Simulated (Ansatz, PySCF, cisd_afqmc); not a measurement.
System: SO$_{3}$, charge 0, singlet. SO3 (SMILES O=S(=O)=O).
B3LYP-D3(BJ)/def2-TZVP minimum from Ansatz (a first-principles code):
```xyz
4

O     -0.7068    -1.2388    -0.0328
S      0.0000     0.0000     0.0000
O     -0.7195     1.2319     0.0059
O      1.4264     0.0069     0.0269
```
Charge 0, spin multiplicity 1.

Atomisation energy term by term, kcal/mol (programs: Ansatz, cisd_afqmc). Radicals and triplets start from unrestricted determinants; spin-orbit coupling is neglected. Correlated methods leave the cores frozen. Rows without X2C or -DK are non-relativistic. AFQMC is phaseless with a CISD trial state; ± is one standard error, without the phaseless bias. Outlying blocks are dropped, and bars are widened where a walk drifts. Over all cases where full CI ran beside it in this data, AFQMC minus full CI had a median of +0.1 mEh and passed +0.4 mEh in a tenth of the cases. CBS(X,Y): correlation extrapolated as X^-3, Hartree-Fock from the larger set (Q,5: extrapolated as (X+1)exp(-9√X)). A bracket is a step between two methods taken in the basis named. '+ core + X2C': CCSD(T) terms for core correlation (cc-pwCVTZ, 1s frozen past Ne) and scalar relativity (cc-pVTZ-DK).

```
term                                                                   basis  kcal/mol
-----------------------  ---------------------------------------------------  --------
Hartree-Fock                                    CBS(cc-pV(Q+d)Z,cc-pV(5+d)Z)    142.21
CCSD correlation                                CBS(cc-pV(Q+d)Z,cc-pV(5+d)Z)    182.23
(T)                                             CBS(cc-pV(Q+d)Z,cc-pV(5+d)Z)     20.87
CCSDT(Q) - CCSD(T)                                               cc-pV(D+d)Z      1.86
core correlation                                                   cc-pwCVTZ      1.33
scalar relativity                                            X2C, cc-pVTZ-DK     -1.68
minus zero-point energy  harmonic, PySCF's Hessian at B3LYP-D3(BJ)/def2-TZVP     -7.74
sum: D0                                                                          339.1
```

The step beyond CCSD(T) by other levels: AFQMC/CISD in cc-pV(T+d)Z 1.56 ± 0.27; AFQMC/CISD in cc-pV(Q+d)Z 0.84 ± 0.27 kcal/mol.
